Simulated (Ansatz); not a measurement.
Abridged output of a molecular run in Ansatz:

```
Functional definition: HF
1390 factors; integrals over basis functions are off by at most 1.2e-3 eV
mean field evaluation 1: about -27125.0455 eV, gradient 3.2e1 eV
mean field evaluation 2: about -27125.3236 eV, gradient 3.3e1 eV
mean field evaluation 4: about -27127.9441 eV, gradient 4.2e0 eV
mean field evaluation 8: about -27128.0114 eV, gradient 3.0e-1 eV
mean field -27128.01200023 eV, -996.9360529814 hartree, gradient 4.2e-6 eV, S^2 0.000000; 0 other end points of the search recorded, 0 dependent functions left out
13 core orbitals not correlated: weight in the atoms' cores, before any rotation towards them, 1.000 or more for the frozen orbitals, at most 0.000 for the correlated occupied ones
reference -27128.01200023 eV, -996.9360529814 hartree; 15, 15 occupied and 205, 205 virtual orbitals, 1390 factors
second order -23.62377677 eV of doubles, -0.00000000 eV of singles
cycle   1  -24.28435650 eV  change   -6.6e-1 eV  update   1.1e-1
cycle   2  -24.86618520 eV  change   -5.8e-1 eV  update   3.1e-2
cycle   3  -24.99529874 eV  change   -1.3e-1 eV  update   1.7e-2
cycle   4  -24.98182376 eV  change    1.3e-2 eV  update   4.4e-3
cycle   5  -24.98048208 eV  change    1.3e-3 eV  update   2.1e-3
cycle   6  -24.98100173 eV  change   -5.2e-4 eV  update   6.4e-4
cycle   7  -24.98067613 eV  change    3.3e-4 eV  update   2.3e-4
cycle   8  -24.98069912 eV  change   -2.3e-5 eV  update   7.0e-5
cycle   9  -24.98073096 eV  change   -3.2e-5 eV  update   2.7e-5
perturbative correction -1.06359928 eV, -0.0390865526 hartree
Total energy: -27154.05633047 eV, -997.8931644644 hartree
```

Its atoms:

Cartesian coordinates in Å:
```
S -0.870 1.623 0.939
C -0.476 -0.125 0.772
O 0.674 -0.372 -0.009
B 0.575 -0.554 -1.335
Cl 2.048 -0.800 -2.246
H 0.186 1.941 1.705
H -0.300 -0.565 1.752
H -1.363 -0.580 0.325
H -0.475 -0.569 -1.903
```

(1) Which basis set was used?
A. def2-SVPD
B. def2-SVP
C. def2-TZVPP
D. def2-TZVPPD

(2) Write the keys of the input that set method, charge and spin (a neutral closed shell needs none for the last two).

Answers

(1) C. It gives 233 functions.

(2) 
```yaml
correlation: {method: ccsd_t}
```
